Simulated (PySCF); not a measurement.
C4H9B (SMILES C=CB(C)C), singlet, geometry from GFN2-xTB; CASSCF(6,6)/6-31G (PySCF).

PySCF was given this input:
```python
from pyscf import gto, scf, mcscf
import numpy

mol = gto.Mole()
mol.atom = '''
    B     0.272012    0.318450    0.184308
    C     1.393882    1.384729   -0.124444
    H     2.356963    0.963464    0.168963
    H     1.280577    2.314175    0.428840
    H     1.478564    1.626050   -1.182332
    C    -0.530234    0.385475    1.541338
    H    -0.874847   -0.582227    1.897643
    H    -1.420741    0.996678    1.386962
    H     0.030591    0.860766    2.343148
    C    -0.018588   -0.783737   -0.875652
    C    -1.128579   -1.515814   -0.937819
    H     0.719340   -0.949126   -1.655924
    H    -1.308581   -2.244748   -1.714282
    H    -1.920810   -1.401195   -0.215095
'''
mol.basis = '6-31g'
mol.charge = 0
mol.spin = 0
mol.verbose = 4
mol.build()

mf = scf.RHF(mol)
mf.kernel()
mc = mcscf.CASSCF(mf, 6, 6)
mc.fix_spin_(ss=0.0)
mc = mc.newton()
mc.kernel()
occ = numpy.linalg.eigvalsh(mc.fcisolver.make_rdm1(mc.ci, mc.ncas, mc.nelecas))[::-1]
ss = mc.fcisolver.spin_square(mc.ci, mc.ncas, mc.nelecas)[0]
print('natural occupations', occ.round(4), ' <S^2>', round(ss, 4))
```

Q: Predict the main parts of the log of this PySCF run.

A: 
```
PySCF version 2.14.0

[INPUT] verbose = 4
[INPUT] num. atoms = 14
[INPUT] num. electrons = 38
[INPUT] charge = 0
[INPUT] spin (= nelec alpha-beta = 2S) = 0
[INPUT] symmetry False subgroup None
[INPUT] Mole.unit = angstrom
[INPUT] Symbol           X                Y                Z      unit          X                Y                Z       unit  Magmom
[INPUT]  1 B      0.272012000000   0.318450000000   0.184308000000 AA    0.514028182595   0.601783284368   0.348291642566 Bohr   0.0
[INPUT]  2 C      1.393882000000   1.384729000000  -0.124444000000 AA    2.634055229961   2.616758566743  -0.235165077845 Bohr   0.0
[INPUT]  3 H      2.356963000000   0.963464000000   0.168963000000 AA    4.454014555733   1.820683090878   0.319293795185 Bohr   0.0
[INPUT]  4 H      1.280577000000   2.314175000000   0.428840000000 AA    2.419939811417   4.373156954315   0.810390151258 Bohr   0.0
[INPUT]  5 H      1.478564000000   1.626050000000  -1.182332000000 AA    2.794081017641   3.072789164849  -2.234283668309 Bohr   0.0
[INPUT]  6 C     -0.530234000000   0.385475000000   1.541338000000 AA   -1.001997041933   0.728442177867   2.912706685385 Bohr   0.0
[INPUT]  7 H     -0.874847000000  -0.582227000000   1.897643000000 AA   -1.653221230897  -1.100249572327   3.586025552198 Bohr   0.0
[INPUT]  8 H     -1.420741000000   0.996678000000   1.386962000000 AA   -2.684811383941   1.883448454379   2.620978325179 Bohr   0.0
[INPUT]  9 H      0.030591000000   0.860766000000   2.343148000000 AA    0.057808611877   1.626611997337   4.427907989322 Bohr   0.0
[INPUT] 10 C     -0.018588000000  -0.783737000000  -0.875652000000 AA   -0.035126229203  -1.481048283688  -1.654742460428 Bohr   0.0
[INPUT] 11 C     -1.128579000000  -1.515814000000  -0.937819000000 AA   -2.132705219936  -2.864473315781  -1.772221064413 Bohr   0.0
[INPUT] 12 H      0.719340000000  -0.949126000000  -1.655924000000 AA    1.359355590445  -1.793588197704  -3.129242843094 Bohr   0.0
[INPUT] 13 H     -1.308581000000  -2.244748000000  -1.714282000000 AA   -2.472859701809  -4.241958938665  -3.239523480272 Bohr   0.0
[INPUT] 14 H     -1.920810000000  -1.401195000000  -0.215095000000 AA   -3.629804837326  -2.647874797110  -0.406470640763 Bohr   0.0

nuclear repulsion = 151.722428879909
number of shells = 43
number of NR pGTOs = 146
number of NR cGTOs = 63
basis = 6-31g
ecp = {}

******** <class 'pyscf.scf.hf.RHF'> ********
method = RHF
initial guess = minao
damping factor = 0
level_shift factor = 0
DIIS = <class 'pyscf.scf.diis.CDIIS'>
diis_start_cycle = 1
diis_space = 8
diis_damp = 0
SCF conv_tol = 1e-09
SCF conv_tol_grad = None
SCF max_cycles = 50
direct_scf = True
direct_scf_tol = 1e-13
Set gradient conv threshold to 3.16228e-05
Initial guess from minao.
init E= -182.086939504581
  HOMO = -0.290695232309798  LUMO = -0.0110692186237822  gap/eV = 7.60901
cycle= 1 E= -181.279513657543  delta_E= 0.807  |g|= 0.326  |ddm|= 3.02
  HOMO = -0.379484317330952  LUMO = 0.097275220180534  gap/eV = 12.97329
cycle= 2 E= -181.321599442067  delta_E= -0.0421  |g|= 0.0935  |ddm|= 0.479
  HOMO = -0.371972565963568  LUMO = 0.101182006502873  gap/eV = 12.87519
cycle= 3 E= -181.324764888719  delta_E= -0.00317  |g|= 0.0438  |ddm|= 0.185
  HOMO = -0.372528836825827  LUMO = 0.104061476169253  gap/eV = 12.96868
cycle= 4 E= -181.325343171897  delta_E= -0.000578  |g|= 0.00487  |ddm|= 0.0474
  HOMO = -0.372891485275625  LUMO = 0.10395772987156  gap/eV = 12.97573
cycle= 5 E= -181.325354109832  delta_E= -1.09e-05  |g|= 0.00152  |ddm|= 0.0116
  HOMO = -0.372614950063932  LUMO = 0.10404155899469  gap/eV = 12.97048
cycle= 6 E= -181.325355149871  delta_E= -1.04e-06  |g|= 0.000395  |ddm|= 0.00293
  HOMO = -0.372605788168642  LUMO = 0.104073359977073  gap/eV = 12.97110
cycle= 7 E= -181.325355257835  delta_E= -1.08e-07  |g|= 0.000114  |ddm|= 0.00105
  HOMO = -0.372603887964043  LUMO = 0.104070819672071  gap/eV = 12.97098
cycle= 8 E= -181.325355268757  delta_E= -1.09e-08  |g|= 2.66e-05  |ddm|= 0.00038
  HOMO = -0.372604221760287  LUMO = 0.1040690705163  gap/eV = 12.97094
cycle= 9 E= -181.325355269369  delta_E= -6.12e-10  |g|= 3.49e-06  |ddm|= 0.000101
  HOMO = -0.372604706906182  LUMO = 0.104068598230703  gap/eV = 12.97094
Extra cycle  E= -181.325355269374  delta_E= -4.77e-12  |g|= 1.43e-06  |ddm|= 6.44e-06
converged SCF energy = -181.325355269374

******** <class 'pyscf.mcscf.newton_casscf.CASSCF'> ********
CAS (3e+3e, 6o), ncore = 16, nvir = 41
max_cycle_macro = 50
max_cycle_micro = 10
conv_tol = 1e-07
conv_tol_grad = None
orbital rotation max_stepsize = 0.03
augmented hessian ah_max_cycle = 30
augmented hessian ah_conv_tol = 1e-12
augmented hessian ah_linear dependence = 1e-14
augmented hessian ah_level shift = 1e-08
augmented hessian ah_start_tol = 500
augmented hessian ah_start_cycle = 3
augmented hessian ah_grad_trust_region = 3
kf_trust_region = 3
kf_interval = 5
natorb = False
canonicalization = True
internal_rotation = False
******** <class 'pyscf.fci.addons.SpinPenaltyFCISolver'> ********
max. cycles = 50
conv_tol = 1e-08
davidson only = True
linear dependence = 1e-12
level shift = 0.001
max iter space = 12
nroots = 1
pspace_size = 400
spin = None

WARN: SO-CASSCF (Second order CASSCF) is an experimental feature. Its performance is bad for large systems.

CASCI E = -181.344721092481  dE = -181.34472  S^2 = 0.0000000
Set conv_tol_grad to 0.000316228
macro 1 (10 JK  6 micro), CASSCF E = -181.354322242061  dE = -0.009601  |grad|=0.0408  S^2 = 0.0000000
macro 2 (11 JK  7 micro), CASSCF E = -181.355616425966  dE = -0.001294  |grad|=0.0176  S^2 = 0.0000000
macro 3 (10 JK  6 micro), CASSCF E = -181.36100599442  dE = -0.00539  |grad|=0.0188  S^2 = 0.0000000
macro 4 (10 JK  6 micro), CASSCF E = -181.367798362069  dE = -0.006792  |grad|=0.0229  S^2 = 0.0000000
macro 5 (10 JK  6 micro), CASSCF E = -181.372901735794  dE = -0.005103  |grad|=0.0189  S^2 = 0.0000000
macro 6 (9 JK  5 micro), CASSCF E = -181.374988049175  dE = -0.002086  |grad|=0.0058  S^2 = 0.0000000
macro 7 (10 JK  6 micro), CASSCF E = -181.37526331758  dE = -0.0002753  |grad|=0.00297  S^2 = 0.0000000
macro 8 (10 JK  6 micro), CASSCF E = -181.375541160226  dE = -0.0002778  |grad|=0.00288  S^2 = 0.0000000
macro 9 (10 JK  6 micro), CASSCF E = -181.375954727183  dE = -0.0004136  |grad|=0.00299  S^2 = 0.0000000
macro 10 (11 JK  7 micro), CASSCF E = -181.376558266373  dE = -0.0006035  |grad|=0.00331  S^2 = 0.0000000
macro 11 (10 JK  6 micro), CASSCF E = -181.379028906199  dE = -0.002471  |grad|=0.00832  S^2 = 0.0000000
macro 12 (10 JK  6 micro), CASSCF E = -181.383914901003  dE = -0.004886  |grad|=0.0175  S^2 = 0.0000000
macro 13 (10 JK  6 micro), CASSCF E = -181.388905830693  dE = -0.004991  |grad|=0.021  S^2 = 0.0000000
macro 14 (10 JK  6 micro), CASSCF E = -181.393503627815  dE = -0.004598  |grad|=0.0175  S^2 = 0.0000000
macro 15 (10 JK  6 micro), CASSCF E = -181.395914633518  dE = -0.002411  |grad|=0.00717  S^2 = 0.0000000
macro 16 (23 JK  15 micro), CASSCF E = -181.396020355567  dE = -0.0001057  |grad|=0.000108  S^2 = 0.0000000
macro 17 (12 JK  7 micro), CASSCF E = -181.396022621299  dE = -2.266e-06  |grad|=5.98e-05  S^2 = 0.0000000
macro 18 (6 JK  3 micro), CASSCF E = -181.396022628632  dE = -7.333e-09  |grad|=3.7e-05  S^2 = 0.0000000
newton CASSCF converged in 18 macro (40 KF 152 Hx) steps
CASSCF canonicalization
Density matrix diagonal elements [1.98441569 1.98249564 1.92682059 0.05043292 0.034802   0.02103315]
CASSCF energy = -181.396022628632
CASCI E = -181.396022628632  E(CI) = -10.3359991849541  S^2 = 0.0000000
natural occupations [1.9862 1.9821 1.9257 0.0747 0.0175 0.0137]  <S^2> 0.0
```
